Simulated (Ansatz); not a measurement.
Ansatz (an electronic-structure program) input:

Ansatz 0.2 input:
```yaml
crystal:
  periodic: [false, false, false]
  atoms:
    - {symbol: Cs, position_ang: [-0.00000000, -0.00000000, -0.33804873]}
    - {symbol: F, position_ang: [0.00000000, 0.00000000, 2.06585338]}
basis:
  gaussian:
    orbitals: def2-TZVP
hamiltonian:
  xc: {name: r2SCAN}
relax: {f_tol: 0.003, max_steps: 100}
```

Problem. Which total energy does the run end on?

Solution. -120.06483 Eh (r2SCAN/def2-TZVP). The basis has 60 functions.
